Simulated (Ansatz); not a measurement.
The cluster Ag₂Pd₂⁻. Total charge -1; quartet. Geometry r2SCAN-D4/def2-SVPD; atoms count from 1.

```
atom   x (Å)   y (Å)   z (Å)
 Pd1  -0.028   0.827  -1.145
 Pd2  -0.994  -0.511   0.864
 Ag3   0.332  -1.770  -1.020
 Ag4   0.690   1.454   1.301
```

In the def2 sets Ag, Pd take a core potential; there is no spin–orbit coupling. The highest occupied level of the charge -1 quartet lies above zero (up to 0.27 eV). It is a level of α spin, whose loss leaves a triplet; that state wasn't run at this geometry and level. The electron is either unbound and held by the finite basis, or the level is raised by self-interaction error. At PBE0-D4/def2-TZVPD a doublet of charge -1 lies 0.84 eV below the quartet, each at its own geometry. The structure comes from a short search, and lower isomers may exist.

(1) Estimate the Mulliken populations from the PBE0/def2-TZVPD orbitals of Ansatz.

(2) Where does the spin sit?

(3) And the Mayer bond orders between bonded heavy atoms (over 0.3)?

Answers

(1) 
```tsv
atom	charge (e)	spin (α − β)	d electrons
Pd1	-0.24	1.07	9.21
Pd2	-0.24	1.07	9.21
Ag3	-0.23	0.45	9.94
Ag4	-0.29	0.41	9.91
```
Mulliken values and Mayer orders depend strongly on the basis. With diffuse functions, as here, like atoms can get unlike values, and bond orders can come out too low or too high.

(2) Summed by element: Pd 2.14, Ag 0.86, of 3 unpaired in all. Largest on single atoms: Pd2 1.07, Pd1 1.07, Ag3 0.45.

(3) Pd1–Pd2 1.09 (2.60 Å); Pd1–Ag3 0.60 (2.62 Å); Pd1–Ag4 0.64 (2.62 Å); Pd2–Ag3 0.60 (2.63 Å); Pd2–Ag4 0.64 (2.63 Å). Values over 0.3 also appear between atoms too far apart for a bond (Ag3–Ag4 0.34 at 3.99 Å); they arise where an orbital or an unpaired electron spreads over both atoms.
